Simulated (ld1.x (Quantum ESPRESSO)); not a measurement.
# Gd (Z = 64), TM: configuration errors across variants

| Item | Value |
| --- | --- |
| Element | Gd |
| Generator | ld1.x (Quantum ESPRESSO) 7.5 |
| Type | norm-conserving Troullier–Martins (Kleinman–Bylander form) |
| Functional | PBEsol |
| Relativity | fully relativistic |
| Frozen core | [Xe] 4f7 |
| Valence charge | 3 |
| Reference configuration | 5d1 6s1.75 6p0 (charge +0.25) |
| Partial waves | 6s (bound): rc 3.55 bohr; 6p (bound, empty): rc 3.80 bohr; 5f channel at 0.3 Ry: rc 3.80 bohr; 5d (bound): rc 2.15 bohr |
| Local potential | the d channel |
| Core correction | a·sin(br)/r model core inside 1.45 bohr |

Open shells are filled in proportion to 2j + 1 (rel_dist='average').

All-electron excitation energies from the reference (eV): (1) 5d1 6s2 6p0 -1.190; (2) 5d1 6s1 6p0 5.485; (3) 5d1 6s0 6p0 17.530; (4) 5d0 6s2 6p0 4.886; (5) 5d2 6s1 6p0 0.584.

Tests that are not counted but printed errors over 1 eV. “base”: 5d1 6s0 6p1 (solver errors, printed error -2.0 eV); 5d1 6s0 6p2 (solver errors, printed error -25.4 eV). “core correction none”: 5d1 6s0 6p1 (solver errors, printed error -1.5 eV). “core correction a·sin(br)/r model core inside 0.88 bohr”: 5d1 6s0 6p1 (solver errors, printed error -1.6 eV); 5d1 6s0 6p2 (solver errors, printed error -7.3 eV). “core correction a·sin(br)/r model core inside 1.10 bohr”: 5d1 6s0 6p1 (solver errors, printed error -1.6 eV); 5d1 6s0 6p2 (solver errors, printed error -7.3 eV). “core correction a·sin(br)/r model core inside 1.32 bohr”: 5d1 6s0 6p1 (solver errors, printed error -1.6 eV); 5d1 6s0 6p2 (solver errors, printed error -17.7 eV).

A true bound ghost makes a file unfit for plane-wave use even where its test errors are small: the radial tests pick states by their node count and pass the ghost by. Where a test does run into it, the solver fails or the error is huge.

Errors AE − PS in meV (a dash: test not solved or not reliable):

```csv
change,(1),(2),(3),(4),(5),bound ghosts
base,-0.3,-4.8,-55,-122,-51,"s, p3/2, p1/2"
core correction none,-0.8,-8.7,+47,+150,+26,"s, p3/2, p1/2"
core correction a·sin(br)/r model core inside 0.88 bohr,-0.3,-4.8,-55,-122,-51,"s, p3/2, p1/2"
core correction a·sin(br)/r model core inside 1.10 bohr,-0.3,-4.8,-55,-122,-51,"s, p3/2, p1/2"
core correction a·sin(br)/r model core inside 1.32 bohr,-0.3,-4.8,-55,-122,-51,"s, p3/2, p1/2"
core correction a·sin(br)/r model core inside 1.54 bohr,-0.3,-4.8,-55,-122,-51,"s, p3/2, p1/2"
core correction a·sin(br)/r model core inside 1.94 bohr,-0.3,-4.7,-55,-118,-50,"s, p3/2, p1/2"
core correction a·sin(br)/r model core inside 2.18 bohr,-0.3,-4.7,-55,-109,-47,"s, p3/2, p1/2"
core correction a·sin(br)/r model core inside 2.34 bohr,-0.3,-4.7,-56,-100,-44,"s, p3/2, p1/2"
core correction a·sin(br)/r model core inside 2.54 bohr,-0.3,-5.0,-58,-79,-37,"s, p3/2, p1/2"
```

Question: Give the same row for: core correction a·sin(br)/r model core inside 1.78 bohr.

Answer: -0.3, -4.7, -55, -121, -51; bound ghosts: s, p3/2, p1/2. Not counted: 5d1 6s0 6p1 (solver errors, printed error -1.6 eV); 5d1 6s0 6p2 (solver errors, printed error -20.6 eV).
